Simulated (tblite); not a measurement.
C5H8FNSi.
Atom-mapped SMILES: `[N:1]#[C:2][C@:3]1([F:4])[CH2:5][CH2:6][CH2:7][SiH2:8]1` (hydrogens: H9, H10 on C5; H11, H12 on C6; H13, H14 on C7; H15, H16 on Si8)

Structure optimised with GFN2-xTB, isolated species.

**Question.** What internal coordinates does the optimisation give?

**Answer.** 
```tsv
bond	length (bohr)
N1≡C2	2.164
C2–C3	2.707
C3–F4	2.647
C3–C5	2.894
C5–C6	2.885
C6–C7	2.898
C7–Si8	3.601
C3–Si8	3.688
C5–H9	2.065
C5–H10	2.064
C6–H11	2.062
C6–H12	2.063
C7–H13	2.063
C7–H14	2.057
Si8–H15	2.760
Si8–H16	2.757
```

A selection of angles:
```tsv
angle	degrees
N1–C2–C3	176.6
C2–C3–F4	109.3
C2–C3–C5	112.2
C2–C3–Si8	113.6
F4–C3–C5	109.0
F4–C3–Si8	107.5
C5–C3–Si8	105.1
C3–C5–C6	108.0
C3–C5–H9	108.4
C3–C5–H10	110.1
C6–C5–H9	110.2
C6–C5–H10	111.6
H9–C5–H10	108.5
C5–C6–C7	108.3
C5–C6–H11	110.6
C5–C6–H12	108.8
C7–C6–H11	111.4
C7–C6–H12	109.6
H11–C6–H12	108.1
C6–C7–Si8	105.3
C6–C7–H13	109.6
C6–C7–H14	110.8
Si8–C7–H13	110.4
Si8–C7–H14	113.9
H13–C7–H14	106.8
C7–Si8–H15	114.5
C7–Si8–H16	115.6
C3–Si8–C7	92.1
C3–Si8–H15	110.6
C3–Si8–H16	107.2
H15–Si8–H16	114.3
```

Torsions: C2–C3–C5–C6 -160° (antiperiplanar); C3–C5–C6–C7 51° (synclinal); C5–C6–C7–Si8 -40° (synclinal); C6–C7–Si8–C3 16° (synperiplanar); C2–C3–Si8–C7 134° (anticlinal).

The 5-membered ring C3–C5–C6–C7–Si8 has internal angles of 92.1° to 108.3° (sum 519°, against 540° for a flat polygon); it is puckered, 0.19 Å rms from its mean plane, widest ring torsion 51°. The 2 C–Si bonds span 1.906 Å (C7–Si8, drawn single) to 1.951 Å (C3–Si8, drawn single), a spread of 0.045 Å. Si8 (SiH2 silicon) has angles from 92.1° to 115.6°. The 4 C–C bonds span 1.433 Å (C2–C3, drawn single) to 1.533 Å (C6–C7, drawn single), a spread of 0.100 Å. Of the pairs four or more bonds apart, F4···H12 is among the closest relative to their van der Waals radii: 2.78 Å, 104 % of the sum of Bondi's values.

Point group: C1 (no symmetry element, even within 0.4 Å). Its GFN2-xTB frequencies are all real (lowest 68 cm⁻¹). The numbers are those of one conformer.

All values are computed, not measured.
